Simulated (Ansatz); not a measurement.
A structure drawn as `C=C[SiH2]N[SiH3]`, with this starting geometry:

```xyz
14

C    -1.919   -1.329   -0.265
C    -1.192   -0.487   -0.937
Si    0.610   -0.446   -0.912
N     1.225   -0.111    0.702
Si    1.176    1.495    1.033
H    -1.605   -2.082    0.415
H    -3.044   -1.248   -0.347
H    -1.611    0.295   -1.576
H     1.180    0.548   -1.803
H     1.153   -1.786   -1.252
H     0.565   -0.673    1.345
H     2.145    2.211    0.200
H    -0.256    2.026    0.919
H     1.572    1.588    2.478
```

Total charge 0; spin multiplicity 1.

Q: Does it keep its bonds when Ansatz relaxes it at PBE-D4/def2-SVP and then PBE0-D4/def2-TZVP?

A: Yes, every drawn bond is still there and no new one forms.

Q: Give the relaxed structure. (An estimate is asked.)

A: Computed: 
Z-matrix (Å, degrees):
```
Si
C 1 1.858
N 1 1.727 2 111.8
H 1 1.491 2 106.0 3 122.7
H 1 1.486 2 111.5 3 -118.2
C 2 1.331 1 122.3 3 -120.4
H 2 1.089 1 119.4 3 59.3
Si 3 1.725 1 129.5 2 -126.2
H 3 1.011 1 115.0 2 55.1
H 6 1.087 2 121.4 1 -0.1
H 6 1.087 2 122.5 1 -179.9
H 8 1.489 3 111.4 1 124.1
H 8 1.490 3 112.3 1 -115.9
H 8 1.483 3 107.6 1 4.2
```
All modes are real.

Atoms count as bonded under 1.1 times the sum of their covalent radii (H–H under 0.85 Å, pairs among N, O and F under 1.55 Å), and a drawn bond as lost past 1.3 times.
